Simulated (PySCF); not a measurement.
Record of a relaxation.

Species: FH₅P₂Si₂.
Bonds: F1–Si2, Si2–P3, P3–Si4, Si4–P5, Si2–P5. Hydrogens: H6 on Si2; H7 on P3; H8, H9 on Si4; H10 on P5.

Method: PySCF, PBE0-D3(BJ)/def2-SVP geometry optimisation, gas phase; density fitting, grid level 1; the optimiser is geomeTRIC in internal coordinates, started from a GFN2-xTB structure with every atom displaced at random (about 0.01 Å). 13 of its 21 geometries are shown. The frame can shift and turn from step to step; on so coarse a grid that alone can change the energy by a few meV, and forces under 0.02 eV/Å are noise.

Step 0: E = -37104.3180 eV, largest atomic force 1.575 eV/Å
```
atom  x, y, z in Å  |  force x, y, z in eV/Å
F1     -0.588   -2.577   -0.650   -0.199  -0.227  -0.346
Si2    -0.175   -1.406    0.387   -0.134   0.753  -0.688
P3     -1.650    0.331    0.403    0.556   0.453   1.356
Si4     0.217    1.485   -0.337   -0.636  -0.817   0.361
P5      1.610   -0.294   -0.448    0.237  -0.284  -0.364
H6     -0.046   -2.100    1.652    0.238  -0.197   0.813
H7     -2.121    0.061   -0.849   -0.530  -0.359  -1.439
H8      0.036    2.073   -1.668   -0.084   0.301  -0.367
H9      0.572    2.487    0.680    0.221   0.300   0.162
H10     2.195   -0.080    0.809    0.332   0.077   0.511
```

Step 2: E = -37104.4734 eV, largest atomic force 0.130 eV/Å
```
atom  x, y, z in Å  |  force x, y, z in eV/Å
F1     -0.209   -2.435   -0.803    0.042  -0.008   0.018
Si2     0.127   -1.274    0.287   -0.087   0.006   0.040
P3     -1.599    0.201    0.428   -0.068  -0.016  -0.012
Si4     0.102    1.591   -0.185    0.126   0.021  -0.024
P5      1.798    0.069   -0.428    0.009   0.029  -0.089
H6      0.416   -1.944    1.587    0.007  -0.022  -0.020
H7     -2.004   -0.051   -0.923    0.063   0.009   0.039
H8     -0.170    2.313   -1.462   -0.022  -0.018   0.002
H9      0.429    2.587    0.877   -0.045  -0.011   0.021
H10     2.332    0.244    0.886   -0.026   0.009   0.024
```

Step 3: E = -37104.4767 eV, largest atomic force 0.062 eV/Å
```
atom  x, y, z in Å  |  force x, y, z in eV/Å
F1     -0.193   -2.443   -0.793    0.003  -0.014  -0.009
Si2     0.128   -1.273    0.292   -0.032   0.011  -0.001
P3     -1.600    0.199    0.425   -0.029   0.006   0.054
Si4     0.103    1.592   -0.187    0.035   0.005   0.010
P5      1.796    0.073   -0.437    0.011   0.003  -0.029
H6      0.423   -1.946    1.589    0.014   0.004   0.008
H7     -1.979   -0.053   -0.929    0.014  -0.023  -0.053
H8     -0.181    2.312   -1.462   -0.013   0.000  -0.002
H9      0.407    2.585    0.885   -0.004  -0.005   0.003
H10     2.320    0.251    0.881    0.001   0.013   0.018
```

Step 5: E = -37104.4787 eV, largest atomic force 0.047 eV/Å
```
atom  x, y, z in Å  |  force x, y, z in eV/Å
F1     -0.165   -2.455   -0.775   -0.013   0.005   0.002
Si2     0.134   -1.268    0.298    0.038  -0.008  -0.012
P3     -1.612    0.181    0.407   -0.004  -0.001  -0.013
Si4     0.091    1.592   -0.184   -0.046  -0.010  -0.003
P5      1.793    0.089   -0.445   -0.008  -0.007   0.029
H6      0.445   -1.925    1.599    0.002   0.013   0.006
H7     -1.937   -0.086   -0.961    0.006  -0.002  -0.004
H8     -0.210    2.316   -1.453    0.004   0.012   0.005
H9      0.374    2.576    0.901    0.011  -0.001  -0.001
H10     2.309    0.279    0.876    0.009  -0.002  -0.009
```

Step 7: E = -37104.4805 eV, largest atomic force 0.048 eV/Å
```
atom  x, y, z in Å  |  force x, y, z in eV/Å
F1     -0.117   -2.479   -0.744    0.003   0.003   0.012
Si2     0.154   -1.263    0.304    0.037  -0.009  -0.006
P3     -1.632    0.138    0.364    0.019  -0.005  -0.043
Si4     0.054    1.589   -0.177   -0.035  -0.004  -0.011
P5      1.785    0.120   -0.453   -0.031   0.000   0.024
H6      0.481   -1.878    1.623   -0.012   0.002  -0.003
H7     -1.876   -0.142   -1.021   -0.006   0.014   0.031
H8     -0.254    2.340   -1.429    0.014   0.009   0.006
H9      0.320    2.551    0.932   -0.003  -0.003   0.005
H10     2.306    0.323    0.864    0.014  -0.006  -0.016
```

Step 8: E = -37104.4815 eV, largest atomic force 0.035 eV/Å
```
atom  x, y, z in Å  |  force x, y, z in eV/Å
F1     -0.084   -2.495   -0.725    0.015  -0.004   0.009
Si2     0.169   -1.261    0.306    0.007  -0.002  -0.004
P3     -1.642    0.110    0.335    0.020  -0.004  -0.028
Si4     0.030    1.587   -0.171    0.000   0.003  -0.006
P5      1.778    0.140   -0.460   -0.033   0.004   0.009
H6      0.497   -1.849    1.636   -0.012  -0.004  -0.004
H7     -1.845   -0.170   -1.056   -0.011   0.011   0.024
H8     -0.276    2.361   -1.409    0.010   0.004   0.003
H9      0.284    2.531    0.957   -0.012  -0.005   0.009
H10     2.311    0.346    0.851    0.016  -0.004  -0.012
```

Step 10: E = -37104.4976 eV, largest atomic force 0.226 eV/Å
```
atom  x, y, z in Å  |  force x, y, z in eV/Å
F1      0.304   -2.624   -0.527    0.104  -0.012   0.032
Si2     0.302   -1.228    0.308   -0.215  -0.045  -0.054
P3     -1.697   -0.176    0.014    0.071   0.004   0.094
Si4    -0.207    1.544   -0.087    0.192   0.088   0.037
P5      1.684    0.334   -0.548   -0.071   0.005  -0.055
H6      0.576   -1.555    1.735   -0.002  -0.007   0.006
H7     -1.523   -0.368   -1.393   -0.025  -0.021  -0.090
H8     -0.521    2.556   -1.136   -0.026  -0.024  -0.020
H9     -0.087    2.230    1.232   -0.055  -0.012   0.019
H10     2.390    0.587    0.665    0.027   0.024   0.033
```

Step 12: E = -37104.4759 eV, largest atomic force 0.436 eV/Å
```
atom  x, y, z in Å  |  force x, y, z in eV/Å
F1      0.305   -2.668   -0.544   -0.138  -0.041  -0.100
Si2     0.236   -1.275    0.287    0.246   0.176   0.051
P3     -1.658   -0.068    0.055   -0.412  -0.065  -0.126
Si4    -0.100    1.596   -0.082   -0.071  -0.163   0.042
P5      1.685    0.258   -0.534    0.181   0.055   0.138
H6      0.466   -1.641    1.712    0.004   0.046   0.037
H7     -1.717   -0.260   -1.368    0.124   0.027   0.110
H8     -0.392    2.579   -1.164    0.006   0.016   0.014
H9     -0.044    2.290    1.242    0.077  -0.008  -0.067
H10     2.440    0.488    0.662   -0.017  -0.044  -0.099
```

Step 13: E = -37104.4968 eV, largest atomic force 0.282 eV/Å
```
atom  x, y, z in Å  |  force x, y, z in eV/Å
F1      0.379   -2.673   -0.493   -0.075  -0.038  -0.064
Si2     0.274   -1.255    0.294    0.121   0.127   0.015
P3     -1.672   -0.145   -0.018   -0.268  -0.055  -0.070
Si4    -0.168    1.572   -0.067    0.010  -0.107   0.036
P5      1.666    0.311   -0.555    0.110   0.049   0.098
H6      0.500   -1.561    1.735   -0.003   0.034   0.026
H7     -1.592   -0.322   -1.441    0.071   0.021   0.066
H8     -0.477    2.601   -1.101   -0.003   0.002   0.003
H9     -0.124    2.207    1.285    0.042  -0.003  -0.044
H10     2.437    0.563    0.625   -0.006  -0.030  -0.067
```

Step 15: E = -37104.5077 eV, largest atomic force 0.021 eV/Å
```
atom  x, y, z in Å  |  force x, y, z in eV/Å
F1      0.363   -2.656   -0.488   -0.001  -0.006  -0.002
Si2     0.281   -1.235    0.300   -0.013  -0.002  -0.009
P3     -1.693   -0.171   -0.043   -0.015  -0.006   0.005
Si4    -0.191    1.550   -0.066    0.018   0.001   0.011
P5      1.672    0.327   -0.554   -0.004   0.002   0.004
H6      0.513   -1.522    1.743   -0.005   0.009   0.003
H7     -1.517   -0.342   -1.456    0.009   0.009  -0.011
H8     -0.506    2.588   -1.089    0.002  -0.001  -0.002
H9     -0.130    2.180    1.286    0.005   0.001   0.001
H10     2.428    0.580    0.631    0.004  -0.007   0.001
```

Step 17: E = -37104.5089 eV, largest atomic force 0.082 eV/Å
```
atom  x, y, z in Å  |  force x, y, z in eV/Å
F1      0.284   -2.664   -0.497   -0.008   0.019   0.026
Si2     0.224   -1.238    0.285    0.030  -0.037   0.001
P3     -1.709   -0.114   -0.084    0.067   0.011  -0.018
Si4    -0.140    1.552   -0.045   -0.073   0.033  -0.020
P5      1.682    0.279   -0.539   -0.013  -0.027  -0.024
H6      0.423   -1.516    1.737   -0.012  -0.015  -0.013
H7     -1.494   -0.259   -1.496   -0.010   0.013   0.011
H8     -0.420    2.608   -1.060    0.021   0.010   0.012
H9     -0.079    2.164    1.315    0.005  -0.001   0.007
H10     2.449    0.488    0.647   -0.007  -0.005   0.018
```

Step 18: E = -37104.5092 eV, largest atomic force 0.087 eV/Å
```
atom  x, y, z in Å  |  force x, y, z in eV/Å
F1      0.216   -2.670   -0.511   -0.009   0.021   0.025
Si2     0.182   -1.244    0.272    0.041  -0.030   0.006
P3     -1.714   -0.065   -0.108    0.057   0.011  -0.019
Si4    -0.100    1.558   -0.028   -0.076   0.033  -0.028
P5      1.687    0.239   -0.529   -0.008  -0.027  -0.029
H6      0.354   -1.526    1.726   -0.010  -0.021  -0.014
H7     -1.486   -0.188   -1.520   -0.010   0.008   0.016
H8     -0.343    2.631   -1.036    0.022   0.012   0.016
H9     -0.034    2.154    1.338    0.003  -0.004   0.009
H10     2.458    0.409    0.661   -0.010  -0.001   0.018
```

Step 20: E = -37104.5101 eV, largest atomic force under 0.02 eV/Å
```
atom  x, y, z in Å  |  force x, y, z in eV/Å
F1      0.174   -2.676   -0.527    0.001   0.000  -0.008
Si2     0.159   -1.250    0.255    0.000   0.007   0.006
P3     -1.712   -0.033   -0.137   -0.008   0.009   0.004
Si4    -0.081    1.566   -0.009    0.004  -0.004  -0.008
P5      1.684    0.217   -0.527    0.006  -0.001   0.000
H6      0.301   -1.543    1.709    0.002  -0.006  -0.003
H7     -1.472   -0.131   -1.548    0.001  -0.007  -0.002
H8     -0.281    2.672   -0.989    0.000   0.004   0.005
H9     -0.010    2.124    1.373   -0.003  -0.006   0.004
H10     2.459    0.354    0.664   -0.003   0.004   0.001
```

Task: Summarise the path.

Result: The energy falls by 0.1921 eV from step 0 to step 20; nine tenths of that is first reached at step 10. It rises by more than 0.2 meV at step 12. The largest force goes from 1.575 to under 0.02 eV/Å. Among the bonds P3–H7 changes most, from 1.365 to 1.435 Å; the atoms move by 0.473 Å rms after alignment.

The cost below is that of the whole optimisation. On one thread, Arm Neoverse N1 (aarch64), no GPU, on a shared host, this took 3.0 min wall and 0.47 GiB of memory at its peak.
